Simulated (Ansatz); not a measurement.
B(CNMe)H3 (C₂H₆BN). Total charge 0; singlet. Geometry r2SCAN-D4/def2-SVP; atoms count from 1.

```tsv
atom	x (Å)	y (Å)	z (Å)
B1	-1.481	-0.937	-1.118
C2	-0.388	-0.244	-0.292
N3	0.445	0.284	0.338
C4	1.449	0.917	1.094
H5	2.401	0.906	0.542
H6	1.587	0.393	2.052
H7	1.167	1.962	1.297
H8	-2.507	-0.881	-0.452
H9	-1.103	-2.089	-1.294
H10	-1.571	-0.311	-2.167
```

Q: Estimate the Mulliken populations from the PBE0/def2-TZVP orbitals of Ansatz.

A: 
```json
{"atom": "B1", "charge (e)": "-0.40"}
{"atom": "C2", "charge (e)": "0.12"}
{"atom": "N3", "charge (e)": "0.02"}
{"atom": "C4", "charge (e)": "-0.27"}
{"atom": "H5", "charge (e)": "0.17"}
{"atom": "H6", "charge (e)": "0.17"}
{"atom": "H7", "charge (e)": "0.17"}
{"atom": "H8", "charge (e)": "0.00"}
{"atom": "H9", "charge (e)": "0.00"}
{"atom": "H10", "charge (e)": "0.00"}
```
Mulliken values depend strongly on the basis.

Q: And the Mayer bond orders between heavy atoms (over 0.3)?

A: B1–C2 1.01 (1.54 Å); C2–N3 2.53 (1.17 Å); N3–C4 0.92 (1.41 Å).
